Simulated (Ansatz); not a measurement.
BrH$_{5}$OSi$_{2}$ (`O[SiH2][SiH2]Br`). Total charge 0; spin multiplicity 1.

Z-matrix (Å, degrees):
```
Si
Si 1 2.348
O 1 1.648 2 108.4
H 1 1.483 2 112.3 3 -117.9
H 1 1.490 2 107.8 3 121.9
Br 2 2.247 1 103.2 3 -40.9
H 2 1.485 1 114.8 3 74.8
H 2 1.485 1 114.8 3 -157.5
H 3 0.961 1 116.1 2 41.9
```

(1) What are the harmonic wavenumbers in cm⁻¹ at PBE0-D4/def2-TZVP (Ansatz, finite differences of forces, unscaled)? (Best estimate.)

(2) Is this a minimum?

(3) Give the ideal-gas thermochemistry at 298.15 K and 1 bar (rigid rotor, harmonic oscillator; point group C1, symmetry number 1).

Answers

(1) Ansatz gave: 48, 83, 195, 297, 377, 404, 447, 552, 657, 714, 769, 824, 880, 923, 933, 956, 2201, 2225, 2238, 2242, 3882.

(2) Yes, all 21 modes are real.

(3) Zero-point energy 130.7 kJ/mol; H(298) − E = 151.9 kJ/mol; entropy 362.6 J/(mol·K), of which translation 171.9, rotation 118.4, vibration 72.3; G(298) − E = 43.7 kJ/mol. Modes under 100 cm⁻¹ are hindered rotations or soft bends, so the harmonic entropy is rough.
